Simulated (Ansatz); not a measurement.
Relaxation of H3OSSb (6 atoms, charge 0, multiplicity 1), to a largest force component of 0.015 eV/Å in at most 40 steps.

Method: RKS r2SCAN/def2-SVP (Ansatz 0.2.0).

```xyz
6
Properties=species:S:1:pos:R:3
S -0.572 -1.566 0.311
O -1.143 -0.041 0.375
Sb -3.139 0.349 0.550
H -0.586 -1.726 -1.027
H -3.291 -0.712 1.885
H -3.564 -0.974 -0.431
```

**Question.** Where does it end, and by what steps?

**Answer.** The run converged. The force dipped under the threshold on the way, but the program's further checks kept it going. After 11 steps the energy has fallen by 0.065 eV; H4 moved furthest, 0.23 Å.

```tsv
step	energy less start (eV)	largest force component (eV/Å)	accepted
0	0.0000	1.298	yes
1	0.0009	0.835	no
2	-0.0554	0.288	yes
3	-0.0590	0.092	yes
4	-0.0608	0.096	yes
5	-0.0630	0.054	yes
6	-0.0645	0.076	yes
7	-0.0643	0.072	no
8	-0.0648	0.016	yes
9	-0.0650	0.012	yes
10	-0.0651	0.055	yes
11	-0.0651	0.015	yes
```

```xyz
6
Properties=species:S:1:pos:R:3
S -0.442 -1.460 0.356
O -1.131 0.067 0.284
Sb -3.121 0.327 0.614
H -0.714 -1.879 -0.913
H -3.255 -0.862 1.858
H -3.630 -0.863 -0.534
```

The run took 49 s on 1 thread of Arm Neoverse V1 (shared host), peak memory 0.14 GiB.
